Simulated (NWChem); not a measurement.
Molecule: C2H4AlClO; SMILES [OH][Al]([CH]=C)[Cl]

```xyz
9

Al     0.2101     0.1824     0.1178
Cl    -1.7867     0.4060     0.8053
C      0.6782    -1.1259    -1.2207
C      1.9431    -1.2647    -1.6522
H     -0.0766    -1.7828    -1.6567
H      2.2268    -1.9990    -2.4078
H      2.7581    -0.6511    -1.2714
O      1.4321     1.1842     0.7648
H      1.2375     1.8505     1.4353
```
Atoms are numbered in this order, from 1.

All runs: NWChem. Pople sets run with spherical d functions. The geometry was optimised at B3LYP/6-31G* (spherical d). B3LYP is NWChem's, with the RPA form of VWN correlation. Vzz is the largest principal value of the second derivative of the potential at the nucleus (NWChem prints the opposite sign); η is the asymmetry. Non-relativistic.

```csv
level,Vzz Al1 (a.u.),η Al1,Vzz Cl2 (a.u.),η Cl2,Vzz O8 (a.u.),η O8
Hartree-Fock/6-31G*,?,0.74,?,?,?,?
Hartree-Fock/def2-TZVP,1.115,0.66,1.221,0.32,1.406,0.14
B3LYP/cc-pVTZ,1.067,0.66,1.190,0.33,1.335,0.14
B3LYP/def2-SVP,0.760,0.75,1.241,0.23,1.366,0.17
```

Question: What belongs in the gaps?

Answer: 
- Hartree-Fock/6-31G*, Vzz Al1 (a.u.): 0.852
- Hartree-Fock/6-31G*, Vzz Cl2 (a.u.): 1.167
- Hartree-Fock/6-31G*, η Cl2: 0.27
- Hartree-Fock/6-31G*, Vzz O8 (a.u.): 1.394
- Hartree-Fock/6-31G*, η O8: 0.22
